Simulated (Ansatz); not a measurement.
Al₂N₂H₈⁺, that is (H2Al-mu-NH2)2 with one electron fewer. The state is a doublet with charge 1. Geometry PBE0-D4/def2-SVP, that of the neutral singlet; atoms count from 1.

```xyz
12

Al   -1.100    0.228   -0.874
H    -2.547   -0.249   -0.403
H    -0.822    0.948   -2.271
N     0.213   -1.212   -0.585
Al    1.101   -0.227    0.873
H     2.550    0.250    0.405
H     0.820   -0.948    2.268
N    -0.212    1.213    0.584
H     0.810   -1.409   -1.389
H    -0.192   -2.107   -0.307
H    -0.812    1.403    1.388
H     0.190    2.111    0.312
```

Problem. Estimate the Mulliken populations from the PBE0/def2-TZVP orbitals of Ansatz.

Solution. 
```json
{"atom": "Al1", "charge (e)": "0.42", "spin (α − β)": "0.10"}
{"atom": "H2", "charge (e)": "0.03", "spin (α − β)": "0.20"}
{"atom": "H3", "charge (e)": "0.03", "spin (α − β)": "0.20"}
{"atom": "N4", "charge (e)": "-0.58", "spin (α − β)": "0.00"}
{"atom": "Al5", "charge (e)": "0.42", "spin (α − β)": "0.10"}
{"atom": "H6", "charge (e)": "0.03", "spin (α − β)": "0.20"}
{"atom": "H7", "charge (e)": "0.03", "spin (α − β)": "0.20"}
{"atom": "N8", "charge (e)": "-0.58", "spin (α − β)": "0.00"}
{"atom": "H9", "charge (e)": "0.30", "spin (α − β)": "0.00"}
{"atom": "H10", "charge (e)": "0.30", "spin (α − β)": "0.00"}
{"atom": "H11", "charge (e)": "0.30", "spin (α − β)": "0.00"}
{"atom": "H12", "charge (e)": "0.30", "spin (α − β)": "0.00"}
```
Mulliken values depend strongly on the basis.

Problem. Where does the spin sit?

Solution. Summed by element: Al 0.20, H 0.80, N 0.00, of 1 unpaired in all. Largest on single atoms: H2 0.20, H7 0.20, H6 0.20.

Problem. And the Mayer bond orders between heavy atoms (over 0.3)?

Solution. Al1–N4 0.72 (1.97 Å); Al1–N8 0.72 (1.97 Å); N4–Al5 0.72 (1.97 Å); Al5–N8 0.72 (1.97 Å).
